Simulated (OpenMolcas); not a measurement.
**CH3Te (SMILES C[Te]): the vertical ionisation energy from total energies**

CH3Te: 5 atoms, total charge 0, spin state doublet. SMILES: `C[Te]`. The coordinates come from a PBE0-D4/def2-TZVP relaxation.

```xyz
5

C    -0.2039   -0.0461   -0.0014
Te    1.9120    0.2382    0.0734
H    -0.4568   -1.0548    0.3162
H    -0.7025    0.6994    0.6135
H    -0.4988    0.0895   -1.0432
```

Both states at this one shape; open shells run unrestricted unless said. 1 Eh = 27.2114 eV.

| level | program | doublet CH3Te (Eh) | singlet CH3Te+ (Eh) |
| --- | --- | --- | --- |
| UHF/3-21G | OpenMolcas | -6622.095253 | -6621.764089 |
| USVWN5/def2-SVPD (core potential) | OpenMolcas | -307.092037 | -306.741969 |
| U-revPBE/def2-SVPD (core potential) | OpenMolcas | -307.905086 | -307.559930 |
| UBLYP/def2-SVPD (core potential) | OpenMolcas | -307.790316 | -307.448646 |

Work out the vertical ionisation energy at each level.


1. UHF/3-21G: -6621.764089 − (-6622.095253) = 0.331164 Eh = 9.01 eV.
2. USVWN5/def2-SVPD (core potential): -306.741969 − (-307.092037) = 0.350068 Eh = 9.53 eV.
3. U-revPBE/def2-SVPD (core potential): -307.559930 − (-307.905086) = 0.345156 Eh = 9.39 eV.
4. UBLYP/def2-SVPD (core potential): -307.448646 − (-307.790316) = 0.341670 Eh = 9.30 eV.

No measured value is set beside it here; the levels span 9.01 to 9.53 eV. Spin-orbit coupling, which splits open shells on such heavy atoms by tenths of an eV, is left out. All-electron rows are non-relativistic unless named.
